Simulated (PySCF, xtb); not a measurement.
Sn(OH)(OMe) (CH4O2Sn), SMILES C[O][Sn][OH] (connectivity only; charge and spin as stated), neutral, multiplicity 1.

GFN2-xTB (xtb) at its own geometry gives an orbital gap of 4.18 eV and a dipole moment of 2.00 D.

Coordinates come from a B3LYP-D3(BJ)/def2-SVP optimisation. The def2 effective core potentials stand for the cores of Sn; spin–orbit coupling is left out. One conformer was computed; it need not be the lowest.

What does CAM-B3LYP/def2-TZVP run with PySCF give? (Estimate from the structure and the level; the computed values follow.)

gap 7.87 eV (levels -9.04 and -1.17 eV), dipole 0.51 D.
